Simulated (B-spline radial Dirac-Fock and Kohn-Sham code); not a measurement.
X-ray scattering factor of Ho³²⁺

System: holmium as Ho³²⁺, configuration [Ar] 3d10 4s2 4p5.

Input file task.json (cfg lists n, l and occupation; rrms is the nuclear radius in fm):

```json
{"items": [{
  "Z": 67,
  "q": 32,
  "cfg": [[1, 0, 2], [2, 0, 2], [2, 1, 6], [3, 0, 2], [3, 1, 6], [3, 2, 10], [4, 0, 2], [4, 1, 5]],
  "A": 165,
  "rrms": 5.2022,
  "do": ["scatter"],
  "s": [0.0, 0.05, 0.1, 0.15, 0.2, 0.25, 0.3, 0.35, 0.4, 0.45, 0.5, 0.6, 0.7, 0.8, 0.9, 1.0, 1.1, 1.2, 1.4, 1.6, 1.8, 2.0, 2.5, 3.0, 3.5, 4.0, 5.0, 6.0],
  "pz": [0, 0.1, 0.2, 0.3, 0.4, 0.5, 0.6, 0.8, 1.0, 1.2, 1.4, 1.6, 1.8, 2.0, 2.5, 3.0, 4.0, 5.0, 7.0, 10.0, 15.0, 20.0, 30.0, 40.0, 60.0, 100.0],
  "hv_scatter": [1000, 8047.8, 10000, 30000, 50000, 200000, 500000, 1000000]
}]}
```

Launch: `python xray_run.py task.json out`

Model: configuration-average Dirac-Fock orbitals. Program: an atomic code on a B-spline grid. f₀ is the Fourier transform of the spherical electron density, S the Waller-Hartree incoherent function, and s = sin θ/λ.

```
s (Å⁻¹)      f₀       S
      0  35.000   0.000
   0.05  34.948   0.052
    0.1  34.794   0.207
   0.15  34.540   0.461
    0.2  34.190   0.805
   0.25  33.751   1.229
    0.3  33.229   1.723
   0.35  32.632   2.275
    0.4  31.970   2.870
   0.45  31.252   3.499
    0.5  30.489   4.149
    0.6  28.865   5.478
    0.7  27.174   6.798
    0.8  25.484   8.074
    0.9  23.847   9.291
      1  22.300  10.441
    1.1  20.865  11.522
    1.2  19.548  12.535
    1.4  17.252  14.366
    1.6  15.326  15.966
    1.8  13.663  17.389
      2  12.185  18.686
    2.5   9.149  21.529
      3   7.065  23.868
    3.5   5.822  25.751
      4   5.100  27.256
      5   4.182  29.449
      6   3.364  30.920
```

f₀ starts at the number of electrons, 35, and has fallen to half at s ≈ 1.38 Å⁻¹. The sum of ⟨r²⟩ over the electrons is 2.810 bohr².

Values without a named source are computed, but for edge energies of neutral atoms, which are taken from tables.
